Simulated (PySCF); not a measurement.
## Spinor energies of As (arsenic, neutral)

Start: [Ar] 3d10 4s2 4p2 5s1; 4p3/2 filled at m_j = +1/2, +3/2; 5s1/2 filled at m_j = +1/2. Calculated with PySCF 2.14 in x2c-TZVPall-2c with one added diffuse shell each of s, p, d type (7s8p5d1f, 63 functions): generalised Hartree-Fock with the X2C-1e Hamiltonian and a Gaussian nucleus; one run each with spin-orbit coupling (SO) switched off, then screened by Boettger's factors. This is a chosen level, not necessarily the ground level.

| spinor shell | electrons | ε, spin-free (eV) | ε, screened SO (eV) | weight of nominal j (screened SO) | rms radius, screened SO (bohr) |
| --- | --- | --- | --- | --- | --- |
| 1s1/2 | 2 | -11949.2 | -11948.9 | 1.000 | 0.0524 |
| 2s1/2 | 2 | -1576.7 | -1576.7 | 1.000 | 0.219 |
| 2p1/2 | 2 | -1378.1 | -1403.2 | 1.000 | 0.194 |
| 2p3/2 | 4 | -1378.1 | -1366.1 | 1.000 | 0.197 |
| 3s1/2 | 2 | -229.64 | -229.66 | 1.000 | 0.639 |
| 3p1/2 | 2 | -165.85 | -169.49 | 0.999 | 0.660 |
| 3p3/2 | 4 | -165.85 | -164.14 | 0.999 | 0.670 |
| 3d3/2 | 4 | -60.667 | -61.163 | 0.984 | 0.747 |
| 3d5/2 | 6 | -60.667 | -60.383 | 0.989 | 0.750 |
| 4s1/2 | 2 | -22.366 | -22.384 | 0.999 | 2.06 |
| 4p3/2 | 2 | -12.847 | -12.806 | 0.773 | 2.59 |
| 5s1/2 | 1 | -2.848 | -2.850 | 0.999 | 5.29 |

| quantity | spin-free | screened SO |
| --- | --- | --- |
| E (hartree) | -2258.71678 | -2258.80848 |
| M_J | 5/2 | 5/2 |
| ⟨J²⟩ | 8.763 | 8.760 |
| ⟨L²⟩ | 2.010 | 2.075 |
| ⟨S²⟩ | 3.753 | 3.710 |

Each row is a mean over spinors that exchange with the open shell spreads, by up to 5.186 eV (4s1/2).

Rows whose weight is well below 1 are mixtures of j = l ± 1/2: exchange outweighs spin-orbit coupling there, and the label is only the starting occupation.

Without spin-orbit coupling the j labels of p, d and f shells carry no meaning; the spin-free column gives the mean over the occupied spinors of each nl shell.
